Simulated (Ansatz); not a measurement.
Reactions of `CC[Se]C=N`.

Computed with Ansatz on PBE0-D4/def2-TZVP structures; ΔE is electronic, products minus reactants. CCSD(T)/CBS adds triple-zeta CCSD(T) − MP2 to the extrapolated MP2 energy (def2 sets, frozen cores). This one scheme is used for every species. Elements past krypton have def2 core potentials. For Ga, Mg, Sb, Se outer-core shells are correlated without core-valence functions, which leaves a few kJ/mol of doubt a bond. Scalar relativity is left out up to krypton. Each species was taken in one conformer, which may not be the lowest.

Problem. Order these by ΔE at CCSD(T)/CBS, lowest first. (An estimate is asked.)
A. `CC[Se]C=N` + `[CH3][SbH][OH]` → `CC[O][SbH][CH3]` + `N=C[SeH]`
B. `CC[Se]C=N` + H–F → `N=CF` + `CC[SeH]`
C. `CC[Se]C=N` + `[SH][Mg][Cl]` → `C[S][Mg][Cl]` + `C[Se]C=N`
D. `CC[Se]C=N` + `[NH2][GaH][SiH3]` → `CC[Se][SiH3]` + `N=[CH][GaH][NH2]`
E. `CC[Se]C=N` + `SCc1ccccc1` → `CCSCc1ccccc1` + `N=C[SeH]`
F. `CC[Se]C=N` + `CSC` → `CC[Se]C` + `CSC=N`

Solution. D (-9.0 kcal/mol), F (-3.6 kcal/mol), E (+2.2 kcal/mol), B (+6.2 kcal/mol), C (+9.9 kcal/mol), A (+12.5 kcal/mol).

Largest T1 diagnostic: 0.015, for `[NH2][GaH][SiH3]`.
